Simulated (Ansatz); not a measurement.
`C=C[O][AlH][F]` + H₂O → `C=C[O][AlH][OH]` + H–F  (formal hydrolysis of the Al–F bond)

Isolated molecules relaxed with PBE0-D4/def2-TZVP in Ansatz; ΔE leaves out vibrations. CBS: MP2 limit from def2 TZ/QZ plus the TZ coupled-cluster correction, frozen cores. This one scheme is used for every species. DFT in def2-TZVPP. Each species was taken in one conformer, which may not be the lowest.

```json
{"level": "PBE-D4", "ΔE (eV)": "0.44"}
{"level": "ωB97X-V", "ΔE (eV)": "0.46"}
{"level": "B2PLYP", "ΔE (eV)": "0.48"}
{"level": "PBE0", "ΔE (eV)": "0.46"}
{"level": "SCS-MP2/def2-TZVPP", "ΔE (eV)": "0.46"}
{"level": "CCSD(T)/def2-TZVPP", "ΔE (eV)": "0.45"}
{"level": "MP2/def2-QZVPP", "ΔE (eV)": "0.45"}
{"level": "CCSD/CBS(def2)", "ΔE (eV)": "0.48"}
```

(1) What does CCSD(T)/CBS give? (Estimate.)

Largest T1 diagnostic among the species: 0.013.

Results:

(1) Ansatz gave: +0.46 eV. The listed levels differ from it by -0.02, 0.00, 0.02, 0.00, 0.00, -0.01, -0.01, 0.02 eV.

The D4 term adds −0.03 eV with B3LYP and −0.02 eV with PBE0; it sums over pairs of atoms, weighted by their polarisabilities, and B3LYP, whose exchange is more repulsive, gets the larger term. In def2-TZVPP, CCSD(T) changes the Hartree–Fock value by −0.08 eV (the triples alone add −0.02 eV) and MP2 by −0.09 eV.

B3LYP here is the variant with VWN-RPA as its local correlation; programs differ in this.
